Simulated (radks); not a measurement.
The numbers below are computed, except where a source is named.
The oxygen anion O2-, [Ne], held by a Watson sphere: a shell of charge +2.96 at radius R that stands for the Madelung well of a crystal (potential energy -2.96/R inside, -2.96/r outside, in hartree with lengths in bohr). Level of theory: non-relativistic Kohn-Sham, LDA (Slater exchange, Perdew-Wang correlation), spin-polarised, spherical densities, point nucleus (a radial shooting solver on a logarithmic mesh with Libxc functionals). Response by self-consistent Sternheimer equations with the Hartree and adiabatic LDA kernel. The sphere does not respond.

[
 {"R (bohr)": "2.04", "e(1s) (eV)": "-513.70", "e(2s) (eV)": "-32.199", "e(2p) (eV)": "-18.062", "<r> 2p (bohr)": "1.424", "sum of <r^2> (bohr^2)": "19.62", "X-ray form factor at sin(theta)/lambda = 0.1 1/angstrom": "8.716", "alpha (bohr^3)": "9.410"},
 {"R (bohr)": "2.18", "e(1s) (eV)": "-513.23", "e(2s) (eV)": "-31.054", "e(2p) (eV)": "-17.060", "<r> 2p (bohr)": "1.458", "sum of <r^2> (bohr^2)": "20.56", "X-ray form factor at sin(theta)/lambda = 0.1 1/angstrom": "8.665", "alpha (bohr^3)": "10.87"},
 {"R (bohr)": "2.36", "e(1s) (eV)": "-512.62", "e(2s) (eV)": "-29.727", "e(2p) (eV)": "-15.878", "<r> 2p (bohr)": "1.499", "sum of <r^2> (bohr^2)": "21.77", "X-ray form factor at sin(theta)/lambda = 0.1 1/angstrom": "8.603", "alpha (bohr^3)": "13.03"},
 {"R (bohr)": "2.37", "e(1s) (eV)": "-512.58", "e(2s) (eV)": "-29.658", "e(2p) (eV)": "-15.815", "<r> 2p (bohr)": "1.502", "sum of <r^2> (bohr^2)": "21.83", "X-ray form factor at sin(theta)/lambda = 0.1 1/angstrom": "8.599", "alpha (bohr^3)": "13.16"},
 {"R (bohr)": "2.98", "e(1s) (eV)": "-510.59", "e(2s) (eV)": "-26.180", "e(2p) (eV)": "-12.582", "<r> 2p (bohr)": "1.627", "sum of <r^2> (bohr^2)": "25.82", "X-ray form factor at sin(theta)/lambda = 0.1 1/angstrom": "8.413", "alpha (bohr^3)": "23.45"},
 {"R (bohr)": "3.06", "e(1s) (eV)": "-510.35", "e(2s) (eV)": "-25.816", "e(2p) (eV)": "-12.232", "<r> 2p (bohr)": "1.643", "sum of <r^2> (bohr^2)": "26.35", "X-ray form factor at sin(theta)/lambda = 0.1 1/angstrom": "8.391", "alpha (bohr^3)": "25.21"},
 {"R (bohr)": "3.77", "e(1s) (eV)": "-508.49", "e(2s) (eV)": "-23.236", "e(2p) (eV)": "-9.683", "<r> 2p (bohr)": "1.768", "sum of <r^2> (bohr^2)": "31.09", "X-ray form factor at sin(theta)/lambda = 0.1 1/angstrom": "8.213", "alpha (bohr^3)": "46.34"},
 {"R (bohr)": "3.84", "e(1s) (eV)": "-508.33", "e(2s) (eV)": "-23.034", "e(2p) (eV)": "-9.478", "<r> 2p (bohr)": "1.779", "sum of <r^2> (bohr^2)": "31.57", "X-ray form factor at sin(theta)/lambda = 0.1 1/angstrom": "8.197", "alpha (bohr^3)": "49.08"}
]
